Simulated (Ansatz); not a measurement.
Stepwise reaction of `C[SiH](C)Br` with hydrogen, as a gas-phase model of exchange steps in deposition or etching. ΔE in kJ/mol; ΔG adds harmonic PBE0-D4 terms to CCSD(T)/CBS, at 1 bar.

Computed with Ansatz on PBE0-D4/def2-TZVP structures; ΔE is electronic, products minus reactants. CBS: MP2 limit from def2 TZ/QZ plus the TZ coupled-cluster correction, frozen cores. This one scheme is used for every species. Functionals use def2-TZVPP. B3LYP here is the variant with VWN-RPA as its local correlation; programs differ in this. For Br outer-core shells are correlated without core-valence functions, which leaves a few kJ/mol of doubt a bond. Scalar relativity is left out up to krypton.

| step | reaction | PBE-D4 | B3LYP-D4 | ωB97M-V | CCSD(T)/CBS | ΔG(500 K) |
| --- | --- | --- | --- | --- | --- | --- |
| 1 | `C[SiH](C)Br` + H₂ → `C[SiH2]Br` + CH₄ | -15.8 | -20.7 | -17.1 | -16.9 | -12.9 |

(1) Give the row of step 2, `C[SiH2]Br` + H₂ → `[SiH3]Br` + CH₄. (Best estimate.)

(2) By hand: ΔE of the 2 steps together at CCSD(T)/CBS.

Answers

(1) Ansatz gave: 
| step | reaction | PBE-D4 | B3LYP-D4 | ωB97M-V | CCSD(T)/CBS | ΔG(500 K) |
| --- | --- | --- | --- | --- | --- | --- |
| 2 | `C[SiH2]Br` + H₂ → `[SiH3]Br` + CH₄ | -15.5 | -21.0 | -17.4 | -17.2 | -8.7 |

(2) (-16.9) + (-17.2) = -34.1 kJ/mol, or -17.0 kJ/mol a step.

In ΔE the steps differ by no more than 0.3 kJ/mol. All are downhill at CCSD(T)/CBS. ΔG lies between -12.9 and -8.7 kJ/mol a step. PBE-D4 differs from CCSD(T)/CBS by 1.1 to 1.7 kJ/mol a step. Isolated molecules leave out the surface, adducts and barriers. Largest T1 diagnostic: 0.008.
